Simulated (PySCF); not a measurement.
**[Ce(NH2)2]+ at several levels of theory**

Computed with PySCF 2.14.0 (density fitting, no spin-orbit coupling) at the geometry relaxed with PBE0:

```xyz
7
[Ce(NH2)2]+ (singlet in the valence; each metal's 4f electrons, 1 of them, lie in its core potential, out of spins and levels)
Ce    0.0000    0.7643    0.0152
N     1.7361    0.0280    1.0907
H     1.6829   -0.5525    1.9334
H     2.7334    0.1568    0.9021
N    -1.7361    0.0280    1.0907
H    -2.7334    0.1568    0.9021
H    -1.6829   -0.5525    1.9334
```

```json
{"level": "PBE0", "basis": "Ce lcecp-1-SVP with ECP47, N def2-SVP, H def2-SVP", "state": "singlet", "HOMO (eV)": "-11.41", "gap (eV)": "5.22", "charge on Ce1 (e)": "1.29", "population of f-type functions on Ce1 (polarisation alone where 4f lies in the core)": "0.07", "dipole about the centre of mass (D)": "2.88", "largest force component (eV/Å)": "0.01"}
{"level": "M06-L", "basis": "the same", "state": "singlet", "HOMO (eV)": "-10.19", "gap (eV)": "4.20", "charge on Ce1 (e)": "1.38", "population of f-type functions on Ce1 (polarisation alone where 4f lies in the core)": "0.06", "dipole about the centre of mass (D)": "3.01", "largest force component (eV/Å)": "0.26"}
{"level": "PBE0", "basis": "Ce lcecp-1-TZVP with ECP47, N def2-TZVP, H def2-TZVP", "state": "singlet", "HOMO (eV)": "-11.45", "gap (eV)": "5.26", "charge on Ce1 (e)": "1.65", "population of f-type functions on Ce1 (polarisation alone where 4f lies in the core)": "0.08", "dipole about the centre of mass (D)": "3.17", "largest force component (eV/Å)": "0.30"}
```

In the lcecp rows the 4f levels are missing from HOMO and gap, and the state counts the valence alone.

Charges are Mulliken's, which hang on the basis. The relaxation used the grid (50, 194), these runs (75, 302) or, all-electron (x2c bases, spin-free X2C Hamiltonian), (99, 590).

(1) What does TPSSh with Ce lcecp-1-SVP with ECP47, N def2-SVP, H def2-SVP give here?

An lcecp potential fixes the number of 4f electrons, so in runs with it no electron can move into or out of that shell.

Results:

(1) state singlet, HOMO (eV) -10.66, gap (eV) 4.25, charge on Ce1 (e) 1.27, population of f-type functions on Ce1 (polarisation alone where 4f lies in the core) 0.06, dipole about the centre of mass (D) 2.82, largest force component (eV/Å) 0.31. Time: 7.7 s on 2 threads of Arm Neoverse N1, with other jobs on the host, from an already converged density.
